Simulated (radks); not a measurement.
Task: The europium ion Eu5+ is in [Xe] 4f(5/2: 4, 7/2: 0). Calculated with a radial shooting solver on a logarithmic mesh with Libxc functionals: Dirac Kohn-Sham, BLYP, spin-unpolarised, spherical densities, finite nucleus; Fermi nuclear charge, rms radius of each element as measured or else 0.836 A^(1/3) + 0.57 fm. Sub-shells are occupied by j as written (lower j first in brackets). One electron is removed from 5s1/2, 4f5/2, 5p1/2, 5p3/2 in turn, with full relaxation. Which removal costs least, and what does each cost?

Result: 4f5/2 86.501 eV; 5p3/2 87.931 eV; 5p1/2 93.355 eV; 5s1/2 114.42 eV. The 4f5/2 electron leaves first.
